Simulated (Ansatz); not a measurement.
Consider the atomization: `C1=C[SiH2]N1` → 2 C• + 5 H• + N• + Si•.

Isolated molecules relaxed with PBE0-D4/def2-TZVP in Ansatz; ΔE leaves out vibrations. CCSD(T)/CBS is the MP2 limit (def2-TZVPP, def2-QZVPP) plus CCSD(T) − MP2 in def2-TZVPP, frozen cores. This one scheme is used for every species, atoms too. DFT in def2-TZVPP. HSE06 is defined as in plane-wave codes. No spin–orbit coupling; open shells (•) take unrestricted orbitals. Spin–orbit coupling would lower the free atoms: a little for C, Si.

```
        level  ΔE (kJ/mol)  difference from CCSD(T)/CBS
  LDA (SPW92)       3920.4                        514.0
       PBE-D4       3495.3                         88.9
    revPBE-D4       3410.1                          3.7
    r2SCAN-D4       3413.3                          6.9
      PBE0-D4       3428.8                         22.4
   r2SCAN0-D4       3359.7                        -46.7
 CAM-B3LYP-D4       3425.9                         19.5
      ωB97X-V       3428.2                         21.8
          PBE       3478.1                         71.7
       revPBE       3353.6                        -52.8
        HSE06       3418.6                         12.2
        BHLYP       3289.6                       -116.8
  HF/def2-SVP       2417.7                       -988.7
HF/def2-QZVPP       2422.3                       -984.1
 HF/CBS(def2)       2423.4                       -983.0
MP2/CBS(def2)       3463.8                         57.4
  CCSD(T)/CBS       3406.4                            0
```

Largest T1 diagnostic among the species: 0.013.

Leaving LDA and LC-ωPBE aside and taking each functional with its dispersion term where it has one, the values, not all of them listed here, spread over 185.1 kJ/mol, from BHLYP-D4 to PBE-D4. LDA lies +442.2 kJ/mol from PBE without D4, its usual overbinding. From r2SCAN to r2SCAN0 (25 % exact exchange), in def2-TZVPP and without D4, ΔE moves by −54.3 kJ/mol: exact exchange takes away binding that semilocal exchange gives to molecules. The D4 term adds +27.9 kJ/mol with B3LYP and +14.3 kJ/mol with PBE0; it sums over pairs of atoms, weighted by their polarisabilities, and B3LYP, whose exchange is more repulsive, gets the larger term.

B3LYP here is the variant with VWN-RPA as its local correlation; programs differ in this.

For atomizations the MP2-based limit and the directly extrapolated one differ by several kJ/mol either way, and by 10 to 25 for some Ge, Se and Sn compounds, so smaller differences from it don't rank the levels.
